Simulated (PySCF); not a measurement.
C₂H₅IMg. Atoms are numbered in the order given.

```xyz
9

Mg     0.3104     1.1124     0.0000
I     -0.0536    -1.4454     0.0000
C      0.6084     3.1929     0.0000
C     -0.6631     4.0575     0.0000
H      1.2339     3.4377    -0.8784
H      1.2339     3.4377     0.8784
H     -1.2944     3.8698     0.8854
H     -1.2944     3.8698    -0.8854
H     -0.4340     5.1391     0.0000
```

Coordinates come from a B3LYP-D3(BJ)/def2-SVP optimisation. The def2 effective core potentials stand for the cores of I; spin–orbit coupling is left out. One conformer was computed; it need not be the lowest.

Computed with PBE/def2-TZVP (PySCF).

ESP charges are fitted to the potential on shells at 1.4 to 2.0 van der Waals radii. Atomic charges (e):

```json
[
 {"atom": "Mg1", "Löwdin": "0.19", "ESP fit": "0.47"},
 {"atom": "I2", "Löwdin": "0.06", "ESP fit": "-0.34"},
 {"atom": "C3", "Löwdin": "-0.53", "ESP fit": "0.04"},
 {"atom": "C4", "Löwdin": "-0.36", "ESP fit": "?"},
 {"atom": "H5", "Löwdin": "0.14", "ESP fit": "?"},
 {"atom": "H6", "Löwdin": "0.14", "ESP fit": "?"},
 {"atom": "H7", "Löwdin": "0.12", "ESP fit": "?"},
 {"atom": "H8", "Löwdin": "0.12", "ESP fit": "?"},
 {"atom": "H9", "Löwdin": "0.11", "ESP fit": "?"}
]
```

What belongs in the gaps? (The exact figures need the calculation; the answer reports its results.)


- C4, ESP fit: -0.17
- H5, ESP fit: -0.05
- H6, ESP fit: -0.05
- H7, ESP fit: 0.03
- H8, ESP fit: 0.03
- H9, ESP fit: 0.03
